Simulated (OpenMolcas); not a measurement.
**4d³ along the 39-electron sequence**

```json
{
  "Program": "OpenMolcas 26.06",
  "Method": "CASSCF",
  "Basis": "ANO-RCC-VTZP",
  "Scalar Hamiltonian": "DKH2, point nucleus",
  "Spin-orbit coupling": "state interaction with AMFI integrals over the reference wave functions, term energies averaged over their components"
}
```

Active space for each ion: 3 electrons in 5 orbitals (4d).

Computed levels in cm-1 above ⁴F_3/2:

| Level | Tc4+ | Ru5+ | Rh6+ | Pd7+ |
| --- | --- | --- | --- | --- |
| ⁴F_5/2 | 1036 | 1386 | 1821 | 2401 |
| ⁴F_7/2 | 2345 | 3104 | 4025 | 5224 |
| ⁴F_9/2 | 3835 | 5015 | 6415 | 8187 |
| ⁴P_1/2 | 14820 | 16524 | 18161 | 19896 |
| ⁴P_3/2 | 14875 | 16499 | 17991 | 19484 |
| ²G_7/2 | 16276 | 18372 | 20425 | 22673 |
| ⁴P_5/2 | 16446 | 18682 | 20967 | 23545 |
| ²G_9/2 | 17148 | 19373 | 21520 | 23823 |
| ²P_1/2 | 21175 | 23896 | 26588 | 29562 |
| weight of ⁴F in the lowest level (%) | 99 | 99 | 98 | 97 |

Mixed levels, with the weight of the term that names them: Rh6+ ²G_9/2 (69 %), Pd7+ ²G_9/2 (61 %).

The fine-structure level ⁴F_9/2 changes by a factor of 2.13 from Tc4+ to Pd7+. Its fourth root runs 7.87, 8.42, 8.95, 9.51, with steps per unit of Z of 0.55, 0.53, 0.56; equal steps would mean a (Z - σ)^4 law with constant σ.

⁴P_1/2 changes by a factor of 1.34 over the same range, with steps per unit of Z of +1700, +1640, +1740 cm-1.

Without dynamic correlation excited terms often stand tens of per cent too high (terms of higher spin than the ground term too low), and those without a measured partner can miss by more than the paired ones. Levels of configurations outside the active space are missing.
